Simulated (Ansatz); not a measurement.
One change: `C[CH2][Ge][OH]` becomes `C[CH2][Ge][F]`.

Ansatz, PBE0-D4/def2-TZVP geometries, multiplicity 1. Each molecule was computed in one conformer, which needn't be the lowest.

Scalar relativity is left out up to krypton.

| property | `C[CH2][Ge][OH]` |
| --- | --- |
| HOMO energy (PBE0/def2-TZVPP) / eV | -6.41 |
| HOMO energy (B3LYP/def2-TZVPP) / eV | -6.25 |
| HOMO energy (PBE/def2-TZVPP) / eV | -5.34 |
| LUMO energy (PBE0/def2-TZVPP) / eV | -1.76 |
| zero-point energy (PBE0-D4/def2-TZVP) / kJ/mol | 205.0 |
| size of the dipole moment (ωB97M-V/def2-TZVPP) / D | 2.14 |

Question: Give the same properties after the change, and the shifts. (Best estimate.)

Answer: Computed: 
| property | `C[CH2][Ge][F]` | shift |
| --- | --- | --- |
| HOMO energy (PBE0/def2-TZVPP) / eV | -6.62 | -0.21 |
| HOMO energy (B3LYP/def2-TZVPP) / eV | -6.45 | -0.20 |
| HOMO energy (PBE/def2-TZVPP) / eV | -5.50 | -0.16 |
| LUMO energy (PBE0/def2-TZVPP) / eV | -2.30 | -0.54 |
| zero-point energy (PBE0-D4/def2-TZVP) / kJ/mol | 173.1 | -31.9 |
| size of the dipole moment (ωB97M-V/def2-TZVPP) / D | 2.08 | -0.06 |

With PBE0 the HOMO falls by 0.21 eV and the LUMO falls by 0.54 eV, so the gap narrows by about 0.33 eV. PBE moves the HOMO by -0.16 eV and ωB97M-V by -0.21 eV. The zero-point energy changes by -31.9 kJ/mol with -3 modes. Dipoles are sizes alone; their direction can turn.

B3LYP here is the variant with VWN-RPA as its local correlation; programs differ in this.
